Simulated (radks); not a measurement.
The mean radii <r> (bohr) of the occupied orbitals of an atom or ion are listed with their occupations. All-electron calculation, scalar-relativistic Kohn-Sham, LDA (Slater exchange, Perdew-Wang correlation), spin-unpolarised, spherical densities, finite nucleus; Fermi nuclear charge, rms radius of each element as measured or else 0.836 A^(1/3) + 0.57 fm. Program: a radial shooting solver on a logarithmic mesh with Libxc functionals.

orbital  occ.      <r>
1s          2  0.04034
2s          2   0.1781
2p          6   0.1552
3s          2   0.5116
3p          6   0.5195
3d         10   0.5257
4s          2    1.453
4p          6    1.728
5s          1    5.118

Name the element and its charge.

Answer. Z = 37, rubidium, charge 0: Rb in [Kr] 5s1. The 1s radius gives Z: for a bare nucleus <r> = (2 gamma + 1)/(2Z) with gamma = sqrt(1 - (Z/c)^2), 0.03954 bohr for Z = 37, and screening makes it slightly larger (0.04034 here). The occupations add up to 37, and the charge is Z minus that.
